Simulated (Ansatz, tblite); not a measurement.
Series GeHMe2X: gap (eV) at several levels, gas phase, relaxed structures; Ansatz, xTB through tblite. A dash marks a value that wasn't run or was left out as unsound. The structures are stationary points that may keep the symmetry of their start.

```json
{"species": "GeHMe2F (C2H7FGe)", "state": "singlet", "geometry": "PBE0-D4/def2-SVP", "GFN2-xTB": "8.90", "PBE-D4/def2-TZVP": "7.34", "r2SCAN-D4/def2-TZVP": "8.04", "B3LYP-D4/6-31G": "–", "PBE0-D4/def2-TZVP": "9.63"}
{"species": "GeHMe2Br (C2H7BrGe)", "state": "singlet", "geometry": "B3LYP-D4/def2-SVP", "GFN2-xTB": "6.13", "PBE-D4/def2-TZVP": "5.66", "r2SCAN-D4/def2-TZVP": "6.26", "B3LYP-D4/6-31G": "7.20", "PBE0-D4/def2-TZVP": "7.84"}
{"species": "GeHMe2Cl (C2H7ClGe)", "state": "singlet", "geometry": "PBE0-D4/def2-SVP", "GFN2-xTB": "7.37", "PBE-D4/def2-TZVP": "6.50", "r2SCAN-D4/def2-TZVP": "7.15", "B3LYP-D4/6-31G": "8.12", "PBE0-D4/def2-TZVP": "8.80"}
{"species": "GeHMe2(NCO) (C3H7GeNO)", "state": "singlet", "geometry": "PBE-D4/def2-SVP", "GFN2-xTB": "5.91", "PBE-D4/def2-TZVP": "6.53", "r2SCAN-D4/def2-TZVP": "7.15", "B3LYP-D4/6-31G": "8.31", "PBE0-D4/def2-TZVP": "8.73"}
{"species": "GeHMe2(SiH3) (C2H10GeSi)", "state": "singlet", "geometry": "r2SCAN-D4/def2-SVP", "GFN2-xTB": "4.79", "PBE-D4/def2-TZVP": "6.31", "r2SCAN-D4/def2-TZVP": "6.87", "B3LYP-D4/6-31G": "8.36", "PBE0-D4/def2-TZVP": "8.19"}
{"species": "GeHMe2(NHEt) (C4H13GeN)", "state": "singlet", "geometry": "r2SCAN-D4/def2-SVP", "GFN2-xTB": "7.52", "PBE-D4/def2-TZVP": "5.12", "r2SCAN-D4/def2-TZVP": "6.04", "B3LYP-D4/6-31G": "7.20", "PBE0-D4/def2-TZVP": "7.27"}
{"species": "GeHMe2(OiPr) (C5H14GeO)", "state": "singlet", "geometry": "PBE0-D4/def2-SVP", "GFN2-xTB": "8.38", "PBE-D4/def2-TZVP": "6.09", "r2SCAN-D4/def2-TZVP": "6.83", "B3LYP-D4/6-31G": "8.01", "PBE0-D4/def2-TZVP": "8.41"}
```

Task: Estimate the column for PBE-D4/def2-SVP.

Result: GeHMe2F (C2H7FGe) 7.46; GeHMe2Br (C2H7BrGe) 5.73; GeHMe2Cl (C2H7ClGe) 6.60; GeHMe2(NCO) (C3H7GeNO) 6.63; GeHMe2(SiH3) (C2H10GeSi) 6.56; GeHMe2(NHEt) (C4H13GeN) 5.45; GeHMe2(OiPr) (C5H14GeO) 6.25.

Over the 6 species that have every level, the mean is 6.68 at GFN2-xTB, 6.20 at PBE-D4/def2-SVP, 6.03 at PBE-D4/def2-TZVP, 6.72 at r2SCAN-D4/def2-TZVP, 7.87 at B3LYP-D4/6-31G, 8.21 at PBE0-D4/def2-TZVP. Orbital gaps grow with the share of exact exchange and aren't one observable across functionals.
